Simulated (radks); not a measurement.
Values are calculated unless marked as measured or tabulated.
Spherical jellium clusters: N electrons in a uniform positive sphere of charge N and radius rs N^(1/3), rs = 5.17 bohr. Level of theory: non-relativistic Kohn-Sham, PBEsol, spin-polarised, spherical densities (a radial shooting solver with Libxc functionals). Levels are named by radial order and angular momentum (1s, 1p, 1d, 2s, ...), and open shells are averaged over m.

N = 8, configuration 1s2 1p6. This is the lowest configuration that the search found. Occupied levels:

level  occupation  eigenvalue (eV)  <r> (bohr)
1s              2          -3.3592       6.913
1p              6          -2.6220       8.164

Energy (eV): total -14.2315, kinetic 8.4929, external -200.45, Hartree 99.739, exchange-correlation -23.069, background 101.06.
